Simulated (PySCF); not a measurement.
**Excitation energy of Be by level of theory**

Be [He] 2s2 (1S) → Be [He] 2s1 3d1 (3D), as a difference of total energies. Computed with PySCF 2.14 in dyall-acv3z (15s9p4d2f, 76 functions), with the non-relativistic Hamiltonian (point nucleus). Correlated levels: valence and next inner shell: nothing frozen; virtual orbitals above 40 to 60 times the deepest correlated orbital energy dropped. The calculations carry no spin-orbit coupling.

| method | excitation energy (eV) |
| --- | --- |
| UHF | 7.693 |
| MP2 (valence and next inner shell) | 8.419 |
| SCS-MP2 (valence and next inner shell) | 8.640 |
| CCSD (valence and next inner shell) | 8.727 |
| CCSD(T) (valence and next inner shell) | 8.737 |

Question: How much does correlation contribute at CCSD(T) (valence and next inner shell)?

Answer: 8.737 − (7.693) = 1.044 eV, measured against UHF.

The promoted electron is Rydberg-like, and one or two diffuse shells describe it only roughly, which tends to raise the upper state.
